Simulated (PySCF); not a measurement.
J couplings in C$_{5}$H$_{8}$BFO$_{2}$

Geometry:
```tsv
atom	x (Å)	y (Å)	z (Å)
C1	-2.718	-0.114	0.004
C2	-1.540	0.494	0.151
C3	-0.216	-0.154	-0.104
C4	0.574	-0.343	1.188
O5	1.880	-0.821	0.946
B6	2.488	-0.614	-0.242
O7	1.882	0.070	-1.266
C8	0.650	0.659	-1.062
F9	0.845	1.906	-0.519
H10	-2.785	-1.153	-0.335
H11	-3.657	0.403	0.216
H12	-1.502	1.535	0.491
H13	-0.372	-1.140	-0.575
H14	0.638	0.616	1.730
H15	0.061	-1.063	1.842
H16	3.589	-1.062	-0.427
H17	0.167	0.801	-2.042
```

Method: B3LYP/pcJ-1 (spin–dipole term only in couplings to heteroatoms)//PBE0-D3(BJ)/def2-SVP, PySCF 2.14.0 with density-fitted response routines; isolated molecule, single conformer, non-relativistic. Couplings are averaged over pairs made equivalent by symmetry, fast rotation or ring inversion, so a value needn't be that of the named pair in this geometry, while other rotamers aren't included; one pair stands for each set, and the list holds a selection of those of at least 1.5 Hz over up to four bonds, among pairs with at least one B or F or H atom (others weren't computed). One-bond C–F couplings come out tens of Hz too large with common functionals.

Isotopes: 13C, 19F, 11B, 1H, 17O. Couplings to quadrupolar nuclei such as 17O and 33S are rarely resolved in practice.

```json
{"pair": "C1, H10", "bonds": "1", "J (Hz)": "164.6"}
{"pair": "C1, H11", "bonds": "1", "J (Hz)": "170.5"}
{"pair": "C2, H12", "bonds": "1", "J (Hz)": "164.9"}
{"pair": "C3, H13", "bonds": "1", "J (Hz)": "134.2"}
{"pair": "C4, H14", "bonds": "1", "J (Hz)": "?"}
{"pair": "C4, H15", "bonds": "1", "J (Hz)": "160.1"}
{"pair": "B6, O7", "bonds": "1", "J (Hz)": "?"}
{"pair": "B6, H16", "bonds": "1", "J (Hz)": "194.3"}
{"pair": "C8, F9", "bonds": "1", "J (Hz)": "-275.8"}
{"pair": "C8, H17", "bonds": "1", "J (Hz)": "189.6"}
{"pair": "C3, F9", "bonds": "2", "J (Hz)": "20.1"}
{"pair": "C3, H12", "bonds": "2", "J (Hz)": "3.8"}
{"pair": "C3, H17", "bonds": "2", "J (Hz)": "3.8"}
{"pair": "C4, B6", "bonds": "2", "J (Hz)": "-2.2"}
{"pair": "O5, H14", "bonds": "2", "J (Hz)": "?"}
{"pair": "O5, H15", "bonds": "2", "J (Hz)": "?"}
{"pair": "O7, H17", "bonds": "2", "J (Hz)": "-14.2"}
{"pair": "H10, H11", "bonds": "2", "J (Hz)": "?"}
{"pair": "C2, H17", "bonds": "3", "J (Hz)": "?"}
{"pair": "C3, H10", "bonds": "3", "J (Hz)": "7.4"}
{"pair": "C4, H17", "bonds": "3", "J (Hz)": "3.2"}
{"pair": "C8, H12", "bonds": "3", "J (Hz)": "?"}
{"pair": "C8, H14", "bonds": "3", "J (Hz)": "?"}
{"pair": "H13, H14", "bonds": "3", "J (Hz)": "13.6"}
{"pair": "C4, H11", "bonds": "4", "J (Hz)": "-1.9"}
{"pair": "C8, H10", "bonds": "4", "J (Hz)": "-1.5"}
```

Estimate the withheld couplings, with signs.

Answers


- 1J(C4,H14) = 151.9 Hz (bond length 1.103 Å, sp3 carbon)
- 1J(B6,O7) = 1.9 Hz (bond length 1.373 Å)
- 2J(O5,H14) = -5.1 Hz (angle at C4 109°)
- 2J(O5,H15) = -9.5 Hz (angle at C4 108°)
- 2J(H10,H11) = 2.0 Hz (angle at C1 117°)
- 3J(C2,H17) = 1.5 Hz (dihedral angle 59°)
- 3J(C8,H12) = 2.8 Hz (dihedral angle 54°)
- 3J(C8,H14) = 2.2 Hz (dihedral angle 71°)
